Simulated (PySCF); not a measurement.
Species: C6H6F2.
Cartesian coordinates in Å at the GFN2-xTB level; atoms count from 1:
```xyz
14
C6H6F2 angstrom
F      2.817    0.095    0.598
C      1.506    0.086    0.271
C      0.702    1.076    0.648
C     -0.735    1.076    0.233
C     -1.270   -0.307   -0.139
F     -1.740   -0.934    1.019
C     -0.243   -1.209   -0.759
C      1.056   -1.037   -0.520
H      1.069    1.914    1.218
H     -0.849    1.744   -0.627
H     -1.354    1.475    1.040
H     -2.157   -0.216   -0.778
H     -0.610   -2.053   -1.322
H      1.807   -1.711   -0.903
```

The closed-shell SCF was solved with PySCF and density fitting under several settings on one GFN2-xTB geometry (grid level 2 and gas phase unless stated).

| settings | basis functions | SCF cycles | E (Eh) | HOMO (eV) | LUMO (eV) | dipole (D) |
| --- | --- | --- | --- | --- | --- | --- |
| PBE0/pcSseg-1 | 166 | 14 | -431.3833 | -6.83 | -1.39 | 2.25 |
| CAM-B3LYP/def2-SVPD | 214 | 13 | -431.4238 | -8.16 | -0.35 | 2.35 |

Q: Estimate the row for these settings: PBE0/pcSseg-1, IEF-PCM acetonitrile, energy threshold 1e-11 Eh.

A: 
```json
{"settings": "PBE0/pcSseg-1, IEF-PCM acetonitrile, energy threshold 1e-11 Eh", "basis functions": "166", "SCF cycles": "12", "E (Eh)": "-431.3910", "HOMO (eV)": "-6.74", "LUMO (eV)": "-1.26", "dipole (D)": "2.88"}
```

Q: Over all rows, what range does the HOMO–LUMO gap span?

A: From 5.44 eV (PBE0/pcSseg-1) to 7.81 eV (CAM-B3LYP/def2-SVPD). The functional of the narrowest has 25 % exact exchange, that of the widest range-separated exact exchange.

Cycle counts include a coarse-grid stage where the run had one. The structure is a single GFN2-xTB conformer; no vibrational corrections.
